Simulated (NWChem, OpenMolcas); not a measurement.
**How basis sets differ on SnHClOF2 (SMILES [OH][Sn]([F])([F])[Cl])**

SnHClOF2 has 6 atoms, charge 0, and is taken as a singlet. SMILES: `[OH][Sn]([F])([F])[Cl]`. The coordinates come from a PBE0-D4/def2-TZVP relaxation. This is one conformer, not always the lowest.

```xyz
6

O    -0.4640    0.2839    1.4763
Sn    0.2524   -0.1757   -0.2475
F     1.9825   -0.8565    0.0567
F    -0.7433   -1.5871   -1.0197
Cl    0.3294    1.5406   -1.7444
H    -1.3150    0.7306    1.4325
```

Quantity: the dipole moment, in D. The values are calculated.

```csv
level,kind,program,value (D),CPU time
HF/ANO-RCC-MB (DKH2),Hartree–Fock,OpenMolcas,2.40,14 s
HF/STO-3G,Hartree–Fock,OpenMolcas,1.83,5.5 s
HF/3-21G,Hartree–Fock,NWChem,2.75,13 s
"HF/ANO-RCC-VDZ (DKH2, RICD fitting)",Hartree–Fock,OpenMolcas,3.40,9.5 s
HF/def2-SVP (core potential),Hartree–Fock,NWChem,3.03,28 s
```

All-electron rows without a relativistic Hamiltonian named are non-relativistic, while core potentials hold scalar relativity, so basis and relativity change together. The values span 1.83 to 3.40 D. Magnitudes only. Sets without polarisation functions give poor dipoles. Times are those of the runs behind each value, whatever else they computed, on shared processors of several kinds: orders of magnitude only.
